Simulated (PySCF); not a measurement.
## SMILES C=C/C=C/C(=C)Br, C$_{6}$H$_{7}$Br

Molfile (atoms numbered from 1):
```
C6H7Br
     RDKit          3D

 14 13  0  0  0  0  0  0  0  0999 V2000
   -3.0072    0.2562    0.2973 C   0  0  0  0  0  0  0  0  0  0  0  0
   -1.8737   -0.3578   -0.0350 C   0  0  0  0  0  0  0  0  0  0  0  0
   -0.5867    0.2836    0.0153 C   0  0  0  0  0  0  0  0  0  0  0  0
    0.5580   -0.3314   -0.3175 C   0  0  0  0  0  0  0  0  0  0  0  0
    1.8780    0.2431   -0.2925 C   0  0  0  0  0  0  0  0  0  0  0  0
    2.9926   -0.4025   -0.6300 C   0  0  0  0  0  0  0  0  0  0  0  0
    2.0305    2.0720    0.2701 Br  0  0  0  0  0  0  0  0  0  0  0  0
   -3.0159    1.2827    0.6257 H   0  0  0  0  0  0  0  0  0  0  0  0
   -3.9599   -0.2422    0.2521 H   0  0  0  0  0  0  0  0  0  0  0  0
   -1.8881   -1.3895   -0.3629 H   0  0  0  0  0  0  0  0  0  0  0  0
   -0.5791    1.3150    0.3425 H   0  0  0  0  0  0  0  0  0  0  0  0
    0.5352   -1.3642   -0.6435 H   0  0  0  0  0  0  0  0  0  0  0  0
    3.9609    0.0638   -0.5970 H   0  0  0  0  0  0  0  0  0  0  0  0
    2.9547   -1.4292   -0.9519 H   0  0  0  0  0  0  0  0  0  0  0  0
  1  2  2  0
  2  3  1  0
  3  4  2  0
  4  5  1  0
  5  6  2  0
  5  7  1  0
  1  8  1  0
  1  9  1  0
  2 10  1  0
  3 11  1  0
  4 12  1  0
  6 13  1  0
  6 14  1  0
M  END
```

Computed, not measured: PySCF 2.14.0, GIAO PBE/pcSseg-1 magnetisability, rotational g tensor and spin-rotation constants, non-relativistic, gas phase. Geometry: GFN2-xTB.

The calculation is non-relativistic, which matters for the atoms heavier than Zn.

**Question.** Give the nuclear spin-rotation constants along the inertial axes (H = +C I·J) beside the isotropic shieldings.

**Answer.** Rotational constants 3.3091, 0.8562, 0.6802 GHz. A star marks the isotopologue with that one atom substituted, in its own axes.
```
atom  isotope  Caa (kHz)  Cbb (kHz)  Ccc (kHz)  mean (kHz)  σ (ppm)
 Br7     79Br      7.185      0.757      1.497       3.146   1976.1
  H8       1H     -0.257      0.066     -0.082      -0.091     25.9
  H9       1H      0.322     -0.089     -0.079       0.051     26.0
 H10       1H     -0.203      0.064     -0.080      -0.073     25.0
 H11       1H     -0.208      0.074     -0.084      -0.073     24.7
 H12       1H     -0.206      0.065     -0.086      -0.076     25.2
 H13       1H      0.318     -0.090     -0.078       0.050     25.9
 H14       1H     -0.228      0.055     -0.082      -0.085     25.9
  C1     13C*      1.399      0.315      0.098       0.604     55.2
  C2     13C*      1.422      0.370      0.104       0.632     39.0
  C3     13C*      1.429      0.362      0.116       0.635     38.0
  C4     13C*      1.325      0.341      0.126       0.597     46.5
  C5     13C*      1.346      0.366      0.153       0.622     29.4
  C6     13C*      1.298      0.303      0.118       0.573     58.7
```
For the geometry as given, no vibrational averaging.

**Question.** How do the rotational constants and the g tensor change when H8, H9, H10, H11, H12, H13, H14 are replaced by deuterium?

**Answer.** Constants 2.8502, 0.7752, 0.6094 GHz; g -0.0376, -0.0112, 0.0010, against -0.0436, -0.0123, 0.0011 before.
